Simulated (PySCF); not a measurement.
This PySCF input asks for the NMR shieldings of `C1C[C@@H](OC)P[C@@H]1C`, C₆H₁₃OP; the geometry comes from GFN2-xTB.

```python
import basis_set_exchange as bse
import numpy as np
from pyscf import gto, dft
from pyscf.prop import nmr

atoms = """
C     3.106377    0.582137   -0.154766
O     1.870992    0.348800   -0.779239
C     0.740664    0.712658   -0.014908
C     0.301436   -0.353543    1.000705
C    -0.693603   -1.278548    0.306358
C    -1.679753   -0.397404   -0.463362
C    -2.730669    0.244185    0.439607
P    -0.626452    0.916050   -1.299670
H     3.873651    0.332243   -0.885377
H     3.238687   -0.041453    0.737071
H     3.208084    1.635099    0.135692
H     0.937501    1.671727    0.491713
H     1.168844   -0.908800    1.359940
H    -0.169365    0.134527    1.855066
H    -1.213261   -1.914135    1.025482
H    -0.154411   -1.918847   -0.395310
H    -2.192322   -0.975557   -1.239368
H    -3.417233    0.844986   -0.152859
H    -2.266167    0.894003    1.178514
H    -3.303381   -0.520915    0.961891
H    -0.008539    0.009730   -2.166607
"""
names = dict.fromkeys(["C", "O", "P", "H"], "pcSseg-1")
basis = {el: gto.basis.parse(bse.get_basis(n, elements=[el], fmt="nwchem")) for el, n in names.items()}
mol = gto.M(atom=atoms, basis=basis, charge=0, verbose=0)
mf = dft.RKS(mol, xc="PBE0")
mf.grids.level = 2
mf.grids.alignment = dft.numint.BLKSIZE   # the property module wants whole blocks of grid points
mf.conv_tol = 1e-9
mf.kernel()

calc = nmr.RKS(mf)   # GIAO
C = mf.mo_coeff
Co = C[:, mf.mo_occ > 0]
resp = mf.gen_response(singlet=True, hermi=2)
def vind(x):   # induced exchange potential for any number of trial vectors
    d = np.einsum("pi,xij,qj->xpq", C, 2 * x.reshape(-1, C.shape[1], Co.shape[1]), Co, optimize=True)
    return np.einsum("xpq,pi,qj->xij", resp(d - d.transpose(0, 2, 1)), C, Co, optimize=True).ravel()
mo1, _ = nmr.rhf.solve_mo1(calc, with_cphf=vind)
sigma = calc.kernel(mo1)
for i, s in enumerate(sigma):   # ppm
    w = np.linalg.eigvalsh((s + s.T) / 2)
    print("%2d %-2s iso %8.1f  s11 %8.1f  s22 %8.1f  s33 %8.1f" % (i, mol.atom_pure_symbol(i), w.mean(), *w))
```

Question: What are the results?

Answer: 
```
 0 C  iso    126.2  s11     88.9  s22    105.4  s33    184.2
 1 O  iso    292.7  s11    251.1  s22    298.6  s33    328.2
 2 C  iso     99.3  s11     68.3  s22     89.8  s33    139.9
 3 C  iso    155.2  s11    136.9  s22    151.6  s33    177.0
 4 C  iso    146.6  s11    120.0  s22    146.4  s33    173.4
 5 C  iso    150.9  s11    127.6  s22    158.5  s33    166.7
 6 C  iso    165.8  s11    141.9  s22    166.8  s33    188.9
 7 P  iso    367.8  s11    282.4  s22    372.9  s33    448.1
 8 H  iso     27.9  s11     23.7  s22     25.1  s33     35.0
 9 H  iso     28.2  s11     23.7  s22     26.4  s33     34.7
10 H  iso     28.7  s11     24.6  s22     26.2  s33     35.3
11 H  iso     27.6  s11     25.3  s22     27.2  s33     30.5
12 H  iso     29.5  s11     24.1  s22     28.9  s33     35.6
13 H  iso     30.3  s11     25.5  s22     28.6  s33     36.8
14 H  iso     30.0  s11     25.0  s22     27.8  s33     37.2
15 H  iso     29.7  s11     25.2  s22     27.7  s33     36.1
16 H  iso     29.4  s11     24.9  s22     27.2  s33     36.2
17 H  iso     30.5  s11     25.5  s22     28.2  s33     37.9
18 H  iso     31.0  s11     26.1  s22     30.8  s33     36.1
19 H  iso     30.8  s11     25.8  s22     27.8  s33     38.8
20 H  iso     28.5  s11     24.2  s22     27.7  s33     33.6
```

These numbers come from an equivalent density-fitted implementation of the same equations, which agrees with the script to about 0.01 ppm for H and up to a few tenths of a ppm for heavy atoms, so last digits may differ.

Size and cost of the density-fitted run: 208 basis functions, 37 s wall time on 1 thread of an Arm Neoverse V1, shared host; peak memory 1 GiB.
